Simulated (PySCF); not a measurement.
PySCF job for C5H12S2, SMILES CSCCCSC, TDA-PBE/def2-SVPD. Coordinates come from a PBE0-D3(BJ)/def2-SVP optimisation. Other conformers were not sampled.

```python
import numpy as np
from pyscf import gto, scf, dft, tdscf

mol = gto.M(
    atom='''
    C    -4.01167206   -0.00000000    0.66559880
    S    -2.72740401    0.00000000   -0.59869762
    C    -1.26038834   -0.00000000    0.46680553
    C    -0.00000000    0.00000000   -0.38319192
    C     1.26038833   -0.00000000    0.46680553
    S     2.72740402    0.00000000   -0.59869762
    C     4.01167205   -0.00000000    0.66559881
    H    -3.95623397   -0.89895652    1.29880426
    H    -3.95623397    0.89895652    1.29880426
    H    -4.97833818   -0.00000000    0.14303049
    H    -1.28532742    0.89061207    1.11818595
    H    -1.28532742   -0.89061207    1.11818595
    H    -0.00000000   -0.88384868   -1.04269928
    H    -0.00000000    0.88384868   -1.04269928
    H     1.28532741    0.89061207    1.11818595
    H     1.28532741   -0.89061207    1.11818595
    H     3.95623397   -0.89895652    1.29880427
    H     3.95623397    0.89895652    1.29880427
    H     4.97833818   -0.00000000    0.14303050
    ''',
    basis='def2-SVPD',
    charge=0,
    spin=0,
    symmetry=True,
    max_memory=1600,
    verbose=4,
)
mf = dft.RKS(mol, xc='pbe').density_fit(auxbasis='def2-universal-jkfit')
mf.grids.level = 3
mf.conv_tol = 1e-9
mf.max_cycle = 100
mf.kernel()
mf.grids = dft.Grids(mol).set(level=1).build(with_non0tab=True)  # coarser grid for the response kernel
td = tdscf.TDA(mf)
td.singlet = True
td.nstates = 6
td.conv_tol = 1e-4
td.positive_eig_threshold = 1e-6
td.kernel(x0=td.get_init_guess(mf, 11))
td.analyze()
tt = tdscf.TDA(mf)
tt.singlet = False
tt.nstates = 2
tt.conv_tol = 1e-4
tt.positive_eig_threshold = 1e-6
tt.kernel(x0=tt.get_init_guess(mf, 7))
tt.analyze(verbose=3)
```

It prints:

```
PySCF version 2.14.0

[INPUT] verbose = 4
[INPUT] num. atoms = 19
[INPUT] num. electrons = 74
[INPUT] charge = 0
[INPUT] spin (= nelec alpha-beta = 2S) = 0
[INPUT] symmetry True subgroup None
[INPUT] Mole.unit = angstrom
[INPUT] Symbol           X                Y                Z      unit          X                Y                Z       unit  Magmom
[INPUT]  1 C     -4.011672060000   0.000000000000   0.665598800000 AA   -7.580961494970   0.000000000000   1.257799440839 Bohr   0.0
[INPUT]  2 S     -2.727404010000   0.000000000000  -0.598697620000 AA   -5.154046609941   0.000000000000  -1.131374533229 Bohr   0.0
[INPUT]  3 C     -1.260388340000   0.000000000000   0.466805530000 AA   -2.381788773195   0.000000000000   0.882134605132 Bohr   0.0
[INPUT]  4 C      0.000000000000   0.000000000000  -0.383191920000 AA    0.000000000000   0.000000000000  -0.724127781946 Bohr   0.0
[INPUT]  5 C      1.260388330000   0.000000000000   0.466805530000 AA    2.381788754298   0.000000000000   0.882134605132 Bohr   0.0
[INPUT]  6 S      2.727404020000   0.000000000000  -0.598697620000 AA    5.154046628838   0.000000000000  -1.131374533229 Bohr   0.0
[INPUT]  7 C      4.011672050000   0.000000000000   0.665598810000 AA    7.580961476072   0.000000000000   1.257799459736 Bohr   0.0
[INPUT]  8 H     -3.956233970000  -0.898956520000   1.298804260000 AA   -7.476198688001  -1.698781620692   2.454384340818 Bohr   0.0
[INPUT]  9 H     -3.956233970000   0.898956520000   1.298804260000 AA   -7.476198688001   1.698781620692   2.454384340818 Bohr   0.0
[INPUT] 10 H     -4.978338180000   0.000000000000   0.143030490000 AA   -9.407695715666   0.000000000000   0.270288453562 Bohr   0.0
[INPUT] 11 H     -1.285327420000   0.890612070000   1.118185950000 AA   -2.428916804194   1.683012895532   2.113065201837 Bohr   0.0
[INPUT] 12 H     -1.285327420000  -0.890612070000   1.118185950000 AA   -2.428916804194  -1.683012895532   2.113065201837 Bohr   0.0
[INPUT] 13 H      0.000000000000  -0.883848680000  -1.042699280000 AA    0.000000000000  -1.670231940758  -1.970416069481 Bohr   0.0
[INPUT] 14 H      0.000000000000   0.883848680000  -1.042699280000 AA    0.000000000000   1.670231940758  -1.970416069481 Bohr   0.0
[INPUT] 15 H      1.285327410000   0.890612070000   1.118185950000 AA    2.428916785297   1.683012895532   2.113065201837 Bohr   0.0
[INPUT] 16 H      1.285327410000  -0.890612070000   1.118185950000 AA    2.428916785297  -1.683012895532   2.113065201837 Bohr   0.0
[INPUT] 17 H      3.956233970000  -0.898956520000   1.298804270000 AA    7.476198688001  -1.698781620692   2.454384359716 Bohr   0.0
[INPUT] 18 H      3.956233970000   0.898956520000   1.298804270000 AA    7.476198688001   1.698781620692   2.454384359716 Bohr   0.0
[INPUT] 19 H      4.978338180000   0.000000000000   0.143030500000 AA    9.407695715666   0.000000000000   0.270288472460 Bohr   0.0

nuclear repulsion = 426.650350276046
point group symmetry = C2v
symmetry origin: [ 5.10736702e-10  0.00000000e+00 -1.27684206e-09]
symmetry axis x: [1.00000000e+00 2.52980207e-19 3.43160256e-10]
symmetry axis y: [ 2.52980026e-19 -1.00000000e+00  3.33665108e-16]
symmetry axis z: [ 3.43160256e-10 -4.43491009e-16 -1.00000000e+00]
num. orbitals of irrep A1 = 85
num. orbitals of irrep A2 = 42
num. orbitals of irrep B1 = 75
num. orbitals of irrep B2 = 48
number of shells = 110
number of NR pGTOs = 360
number of NR cGTOs = 250
basis = def2-SVPD
ecp = {}


******** <class 'pyscf.df.df_jk.DFSymAdaptedRKS'> ********
method = DFSymAdaptedRKS
initial guess = minao
damping factor = 0
level_shift factor = 0
DIIS = <class 'pyscf.scf.diis.CDIIS'>
diis_start_cycle = 1
diis_space = 8
diis_damp = 0
SCF conv_tol = 1e-09
SCF conv_tol_grad = None
SCF max_cycles = 100
direct_scf = False
XC library pyscf.dft.libxc version 7.1.2
    S. Lehtola, C. Steigemann, M. J. T. Oliveira, and M. A. L. Marques,  SoftwareX 7, 1–5 (2018)
XC functionals = pbe
    J. P. Perdew, K. Burke, and M. Ernzerhof,  Phys. Rev. Lett. 77, 3865 (1996)
    J. P. Perdew, K. Burke, and M. Ernzerhof,  Phys. Rev. Lett. 78, 1396 (1997)
    J. P. Perdew, K. Burke, and M. Ernzerhof,  Phys. Rev. Lett. 77, 3865 (1996)
    J. P. Perdew, K. Burke, and M. Ernzerhof,  Phys. Rev. Lett. 78, 1396 (1997)
radial grids:
    Treutler-Ahlrichs [JCP 102, 346 (1995); DOI:10.1063/1.469408] (M4) radial grids

becke partition: Becke, JCP 88, 2547 (1988); DOI:10.1063/1.454033
pruning grids: <function nwchem_prune>
grids dens level: 3
symmetrized grids: True
atomic radii adjust function: <function treutler_atomic_radii_adjust>
small_rho_cutoff = 0
Freeze 0 electrons in irreps []
    74 free electrons in irreps A1 A2 B1 B2
Set gradient conv threshold to 3.16228e-05
Initial guess from minao.
tot grids = 226048
init E= -993.296192145822
HOMO (A2) = -0.254502308942365  LUMO (A1) = -0.063681391296917  gap/eV = 5.19250
cycle= 1 E= -993.06511432706  delta_E= 0.231  |g|= 0.482  |ddm|= 5.75
HOMO (A2) = -0.143945446784759  LUMO (A1) = 0.00948574400646374  gap/eV = 4.17508
cycle= 2 E= -992.990181960641  delta_E= 0.0749  |g|= 0.72  |ddm|= 1.57
HOMO (A2) = -0.180590130446941  LUMO (A1) = -0.015483863024675  gap/eV = 4.49277
cycle= 3 E= -993.135095357921  delta_E= -0.145  |g|= 0.0834  |ddm|= 0.946
HOMO (A2) = -0.188619045238299  LUMO (A1) = -0.0182545572543082  gap/eV = 4.63585
cycle= 4 E= -993.136835452002  delta_E= -0.00174  |g|= 0.0398  |ddm|= 0.225
HOMO (A2) = -0.187004561121904  LUMO (A1) = -0.0178583549226969  gap/eV = 4.60270
cycle= 5 E= -993.137274981123  delta_E= -0.00044  |g|= 0.01  |ddm|= 0.076
HOMO (A2) = -0.186856036472496  LUMO (A1) = -0.0176220643239327  gap/eV = 4.60509
cycle= 6 E= -993.137298423318  delta_E= -2.34e-05  |g|= 0.00376  |ddm|= 0.0187
HOMO (A2) = -0.187075621588566  LUMO (A1) = -0.0177593615173199  gap/eV = 4.60733
cycle= 7 E= -993.137302556047  delta_E= -4.13e-06  |g|= 0.000737  |ddm|= 0.00754
HOMO (A2) = -0.187053724246068  LUMO (A1) = -0.0177508630145127  gap/eV = 4.60697
cycle= 8 E= -993.137302692733  delta_E= -1.37e-07  |g|= 0.000187  |ddm|= 0.00124
HOMO (A2) = -0.18704198449482  LUMO (A1) = -0.0177477584063812  gap/eV = 4.60673
cycle= 9 E= -993.137302700547  delta_E= -7.81e-09  |g|= 6.72e-05  |ddm|= 0.000371
HOMO (A2) = -0.187046469452588  LUMO (A1) = -0.0177499093676894  gap/eV = 4.60679
cycle= 10 E= -993.137302701792  delta_E= -1.25e-09  |g|= 7.44e-06  |ddm|= 0.000176
HOMO (A2) = -0.187046589694674  LUMO (A1) = -0.0177502525684448  gap/eV = 4.60679
cycle= 11 E= -993.137302701803  delta_E= -1.14e-11  |g|= 4.39e-06  |ddm|= 2.51e-05
HOMO (A2) = -0.187046477819058  LUMO (A1) = -0.0177499443112796  gap/eV = 4.60679
Extra cycle  E= -993.137302701803  delta_E=    0  |g|= 6.13e-06  |ddm|= 1.59e-05
converged SCF energy = -993.137302701803
tot grids = 68200
Overwritten attributes  positive_eig_threshold  of <class 'pyscf.tdscf.rks.TDA'>


******** <class 'pyscf.tdscf.rks.TDA'> for <class 'pyscf.df.df_jk.DFSymAdaptedRKS'> ********
nstates = 6 singlet
deg_eia_thresh = 1.000e-03
wfnsym = None
conv_tol = 0.0001
eigh lindep = 1e-12
eigh level_shift = 0
eigh max_cycle = 100


Excitation energies (eV)
[4.67239294 4.78700223 4.89656329 5.00347977 5.04357346 5.14391847]

** Singlet excitation energies and oscillator strengths **
Excited State   1:   A2      4.67239 eV    265.35 nm  f=0.0000
      37 -> 38       -0.70221
Excited State   2:   B2      4.78700 eV    259.00 nm  f=0.0004
      36 -> 38        0.69178
      37 -> 40        0.13494
Excited State   3:   A2      4.89656 eV    253.21 nm  f=0.0000
      37 -> 39       -0.70340
Excited State   4:   B2      5.00348 eV    247.80 nm  f=0.0002
      36 -> 39        0.59999
      37 -> 40       -0.36460
Excited State   5:   B2      5.04357 eV    245.83 nm  f=0.0019
      36 -> 38       -0.10770
      36 -> 39        0.37051
      37 -> 40        0.58616
Excited State   6:   A2      5.14392 eV    241.03 nm  f=0.0000
      36 -> 40       -0.69789

** Transition electric dipole moments (AU) **
state          X           Y           Z        Dip. S.      Osc.
  1         0.0000      0.0000      0.0000      0.0000      0.0000
  2        -0.0000     -0.0567     -0.0000      0.0032      0.0004
  3         0.0000     -0.0000      0.0000      0.0000      0.0000
  4        -0.0000     -0.0426     -0.0000      0.0018      0.0002
  5        -0.0000     -0.1239     -0.0000      0.0153      0.0019
  6         0.0000     -0.0000      0.0000      0.0000      0.0000

** Transition velocity dipole moments (imaginary part, AU) **
state          X           Y           Z        Dip. S.      Osc.
  1         0.0000      0.0000      0.0000      0.0000      0.0000
  2        -0.0000      0.0136      0.0000      0.0002      0.0007
  3         0.0000     -0.0000     -0.0000      0.0000      0.0000
  4        -0.0000      0.0157      0.0000      0.0002      0.0009
  5        -0.0000      0.0174      0.0000      0.0003      0.0011
  6         0.0000     -0.0000     -0.0000      0.0000      0.0000

** Transition magnetic dipole moments (imaginary part, AU) **
state          X           Y           Z
  1         0.0000      0.0000      0.3782
  2         0.2151     -0.0000     -0.0000
  3        -0.0000      0.0000     -0.1746
  4         0.4172     -0.0000      0.0000
  5         0.7762     -0.0000      0.0000
  6         0.0000      0.0000     -0.5399


******** <class 'pyscf.tdscf.rks.TDA'> for <class 'pyscf.df.df_jk.DFSymAdaptedRKS'> ********
nstates = 2 triplet
deg_eia_thresh = 1.000e-03
wfnsym = None
conv_tol = 0.0001
eigh lindep = 1e-12
eigh level_shift = 0
eigh max_cycle = 100


Excitation energies (eV)
[4.45043919 4.54966198]

** Triplet excitation energies and oscillator strengths **
Excited State   1:   A2      4.45044 eV    278.59 nm  f=0.0000
Excited State   2:   B2      4.54966 eV    272.51 nm  f=0.0000
```

The run converged.

Cost: about 2.7 core-minutes (a rough figure).
